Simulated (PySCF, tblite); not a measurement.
Isomers of C6H10FNSi, one GFN2-xTB conformer each. Single-point energies are computed at PBE0/pcSseg-1 (PySCF, gas phase, no added dispersion term), electronic only.

| SMILES | GFN2-xTB relative energy (kJ/mol) |
| --- | --- |
| CC(C)([SiH3])/C(C#N)=C\F | 179.6 |
| CC[Si@@H]1C[C@H](C#N)[C@@H]1F | 211.3 |
| C[C@H]([SiH3])/C(C#N)=C/CF | 180.4 |
| NCC#CC[Si@@H]1C[C@H]1F | 393.7 |
| C[SiH2][C@@H](C)/C(C#N)=C\F | 197.5 |
| C[Si@@H]1CCC[C@]1(F)C#N | 138.8 |
| CC[C@@H]1C[C@H](C#N)[Si@H]1F | 0.0 |
| N#CC/C=C\C[SiH2]CF | 223.5 |
| N#C[C@@]1(F)CCCC[SiH2]1 | 111.3 |

Conformers: `[CH3:1][C:2]([CH3:3])([SiH3:4])/[C:5]([C:6]#[N:7])=[CH:8]\[F:9]` with C1–C2–C5–C6 -11°; `[CH3:1][CH2:2][Si@@H:3]1[CH2:4][C@H:5]([C:6]#[N:7])[C@@H:8]1[F:9]` with C1–C2–Si3–C4 -84°, C2–Si3–C4–C5 -121°, Si3–C4–C5–C6 135°, C4–C5–C8–F9 103°, C2–Si3–C8–C5 125°; `[CH3:1][C@H:2]([SiH3:3])/[C:4]([C:5]#[N:6])=[CH:7]/[CH2:8][F:9]` with C1–C2–C4–C5 49°, C4–C7–C8–F9 150°; `[NH2:1][CH2:2][C:3]#[C:4][CH2:5][Si@@H:6]1[CH2:7][C@H:8]1[F:9]` with H–N1–C2–C3 60° and -59°, C4–C5–Si6–C7 26°; `[CH3:1][SiH2:2][C@@H:3]([CH3:4])/[C:5]([C:6]#[N:7])=[CH:8]\[F:9]` with C1–Si2–C3–C4 -178°, Si2–C3–C5–C6 -79°; `[CH3:1][Si@@H:2]1[CH2:3][CH2:4][CH2:5][C@:6]1([F:7])[C:8]#[N:9]` with C1–Si2–C3–C4 -131°, Si2–C3–C4–C5 40°, C3–C4–C5–C6 -51°, C4–C5–C6–F7 -79°; `[CH3:1][CH2:2][C@@H:3]1[CH2:4][C@H:5]([C:6]#[N:7])[Si@H:8]1[F:9]` with C1–C2–C3–C4 -67°, C2–C3–C4–C5 -135°, C3–C4–C5–C6 132°, C4–C5–Si8–F9 -122°, C2–C3–Si8–C5 129°; `[N:1]#[C:2][CH2:3]/[CH:4]=[CH:5]\[CH2:6][SiH2:7][CH2:8][F:9]` with C2–C3–C4–C5 116°, C4–C5–C6–Si7 -95°, C5–C6–Si7–C8 73°, C6–Si7–C8–F9 52°; `[N:1]#[C:2][C@@:3]1([F:4])[CH2:5][CH2:6][CH2:7][CH2:8][SiH2:9]1` with C2–C3–C5–C6 64°, C3–C5–C6–C7 69°, C5–C6–C7–C8 -69°, C6–C7–C8–Si9 58°.

Problem. What does PBE0/pcSseg-1 give for the same structures?

Solution. 
```csv
SMILES,PBE0/pcSseg-1 E (Eh),PBE0/pcSseg-1 (kJ/mol),GFN2-xTB (kJ/mol),point group
CC[C@@H]1C[C@H](C#N)[Si@H]1F,-678.15959,0.0,0.0,C1
C[Si@@H]1CCC[C@]1(F)C#N,-678.12203,98.6,138.8,C1
N#C[C@@]1(F)CCCC[SiH2]1,-678.11093,127.8,111.3,C1
C[SiH2][C@@H](C)/C(C#N)=C\F,-678.09332,174.0,197.5,C1
CC[Si@@H]1C[C@H](C#N)[C@@H]1F,-678.08806,187.8,211.3,C1
N#CC/C=C\C[SiH2]CF,-678.07803,214.1,223.5,C1
C[C@H]([SiH3])/C(C#N)=C/CF,-678.07421,224.2,180.4,C1
CC(C)([SiH3])/C(C#N)=C\F,-678.07274,228.0,179.6,C1
NCC#CC[Si@@H]1C[C@H]1F,-678.00921,394.8,393.7,C1
```

Both levels put the same isomer lowest; measured from each level's own lowest isomer, the values differ by up to 48.4 kJ/mol (CC(C)([SiH3])/C(C#N)=C\F: 179.6 against 228.0). As drawn, the lowest has a four-membered ring, a C≡N group and an Si–F bond, which the highest lacks; the highest has a three-membered ring, a C≡C bond and an N–H bond, which the lowest lacks. Neighbours about 10 kJ/mol apart or less (N#CC/C=C\C[SiH2]CF and C[C@H]([SiH3])/C(C#N)=C/CF; C[C@H]([SiH3])/C(C#N)=C/CF and CC(C)([SiH3])/C(C#N)=C\F) can change places with a better method, another conformer or zero-point energy.

Problem. Which frontier levels, dipoles and rotational constants go with these structures?

Solution. 
| SMILES | HOMO (eV, PBE0/pcSseg-1) | LUMO (eV) | dipole (D) | A, B, C (MHz) |
| --- | --- | --- | --- | --- |
| CC[C@@H]1C[C@H](C#N)[Si@H]1F | -8.18 | -0.13 | 4.24 | 1627, 1004, 696.4 |
| C[Si@@H]1CCC[C@]1(F)C#N | -8.22 | -0.20 | 4.46 | 1652, 1365, 977.7 |
| N#C[C@@]1(F)CCCC[SiH2]1 | -8.34 | -0.40 | 4.36 | 1779, 1206, 1097 |
| C[SiH2][C@@H](C)/C(C#N)=C\F | -7.56 | -1.28 | 2.93 | 1337, 1166, 889.2 |
| CC[Si@@H]1C[C@H](C#N)[C@@H]1F | -8.08 | -0.18 | 5.51 | 2628, 787.8, 740.1 |
| N#CC/C=C\C[SiH2]CF | -7.51 | -0.24 | 4.02 | 1664, 1054, 751.6 |
| C[C@H]([SiH3])/C(C#N)=C/CF | -7.70 | -1.64 | 3.22 | 1893, 756.1, 666.8 |
| CC(C)([SiH3])/C(C#N)=C\F | -7.58 | -1.34 | 2.83 | 1479, 1247, 926.8 |
| NCC#CC[Si@@H]1C[C@H]1F | -6.89 | 0.38 | 2.24 | 1940, 720.6, 583.7 |

Problem. What happens when harmonic zero-point energies from GFN2-xTB frequencies are added?

Solution. 
```csv
SMILES,ZPE (kJ/mol),electronic (kJ/mol),with ZPE (kJ/mol)
CC[C@@H]1C[C@H](C#N)[Si@H]1F,387.3,0.0,0.0
C[Si@@H]1CCC[C@]1(F)C#N,383.1,98.6,94.4
N#C[C@@]1(F)CCCC[SiH2]1,382.2,127.8,122.7
C[SiH2][C@@H](C)/C(C#N)=C\F,369.8,174.0,156.6
CC[Si@@H]1C[C@H](C#N)[C@@H]1F,382.2,187.8,182.7
N#CC/C=C\C[SiH2]CF,371.1,214.1,198.0
C[C@H]([SiH3])/C(C#N)=C/CF,365.2,224.2,202.1
CC(C)([SiH3])/C(C#N)=C\F,366.7,228.0,207.4
NCC#CC[Si@@H]1C[C@H]1F,377.3,394.8,384.9
```

The zero-point energies span 22.1 kJ/mol. The order is unchanged.
